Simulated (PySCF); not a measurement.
Identify the unknown among the candidates.

All candidates are C6H7OP.

| technique | computed result |
| --- | --- |
| Dipole | 1.04 D [CAM-B3LYP/def2-SVPD] |
| NMR, other nuclei | isotropic shieldings of nuclei other than C and H, by class: -17 (1 O), 188 (1 P) ppm [GIAO PBE0/pcSseg-1] |
| Triplet | lowest triplet excitation (Tamm–Dancoff): 2.28 eV [TDA CAM-B3LYP/def2-SVPD] |
| 1H NMR | chemical shifts (computed TMS as zero) by class: 7.73 (1 H), 6.90 (1 H), 6.69 (1 H), 5.53 (1 H), 2.52 (3 H) ppm [GIAO PBE0/pcSseg-1] |
| 13C NMR | chemical shifts (computed TMS as zero) by class: 206.5 (1 C), 149.6 (1 C), 148.6 (1 C), 138.3 (1 C), 120.3 (1 C), 14.5 (1 C) ppm [GIAO PBE0/pcSseg-1] |
| Polarisability | 102.1 au [CAM-B3LYP/def2-SVPD] |
| Rotational structure | rotational constants A, B, C: 4.333, 1.232, 0.965 GHz [GFN2-xTB] |

Electronic properties: PySCF, gas phase, density fitting. Levels stand in brackets. One conformer (not necessarily the lowest) at the GFN2-xTB geometry, without solvent, vibrations or thermal averaging. GFN2-xTB frequencies show an imaginary mode (32i cm⁻¹), so this geometry is no minimum at that level. NMR values are class means; diastereotopic atoms form classes of their own.

Question: Which candidate is it?
A. `C=Cc1occ(C)p1`
B. `C#C[P@]1(=O)C=CCC1`
C. `c1occ(C2CC2)p1`

Answer: A. It is `C=Cc1occ(C)p1`. Numbering: `[CH2:1]=[CH:2][c:3]1[o:4][cH:5][c:6]([CH3:7])[p:8]1`. 6 carbons fall into 6 classes; from least to most shielded: substituted aromatic carbon [C3] (206.5 ppm), aromatic CH next to a ring oxygen [C5] (149.6 ppm), substituted aromatic carbon [C6] (148.6 ppm), alkene CH carbon [C2] (138.3 ppm), terminal =CH2 carbon [C1] (120.3 ppm), benzylic-type carbon [C7] (14.5 ppm). Hydrogen classes from least to most shielded: 1 H on an aromatic CH next to a ring oxygen, C5 (7.73 ppm), 1 H on an alkene CH carbon, C2 (6.90 ppm), 1 H on a terminal =CH2 carbon, C1 (6.69 ppm), 1 H on a terminal =CH2 carbon, C1 (5.53 ppm), 3 H on a benzylic-type carbon, C7 (2.52 ppm). The other shieldings belong to: -17 ppm, furan-type oxygen [O4]; 188 ppm, phosphorus bonded to 2 C [P8]. By its constants the optimised geometry is an asymmetric top.

The others, at the same levels:
- `c1occ(C2CC2)p1` fails: it has 5 carbon classes against 6; its computed 13C shifts are 189.0 (1 C), 159.4 (1 C), 150.1 (1 C), 16.9 (2 C), 13.0 (1 C) ppm, 1H shifts are 8.82 (1 H), 8.19 (1 H), 1.93 (1 H), 1.21 (2 H), 0.73 (2 H) ppm and rotational constant A is 4.087 GHz (against 4.333 GHz).
- `C#C[P@]1(=O)C=CCC1` fails: its computed 13C shifts are 156.7 (1 C), 137.7 (1 C), 98.1 (1 C), 85.0 (1 C), 34.2 (1 C), 31.7 (1 C) ppm, 1H shifts are 6.93 (1 H), 6.46 (1 H), 2.62 (1 H), 2.49 (1 H), 2.47 (1 H), 2.21 (1 H), 1.88 (1 H) ppm and rotational constant A is 2.520 GHz (against 4.333 GHz).

Each candidate is one conformer, not necessarily the lowest. Dipoles, sizes and rotational constants follow the conformer. The torsions of the flexible species, by atom-mapped SMILES:
- `[CH2:1]=[CH:2][c:3]1[o:4][cH:5][c:6]([CH3:7])[p:8]1`: C1–C2–C3–O4 180°
- `[cH:1]1[o:2][cH:3][c:4]([CH:5]2[CH2:6][CH2:7]2)[p:8]1`: C3–C4–C5–C6 146°

The conformers of `C#C[P@]1(=O)C=CCC1` aren't listed.
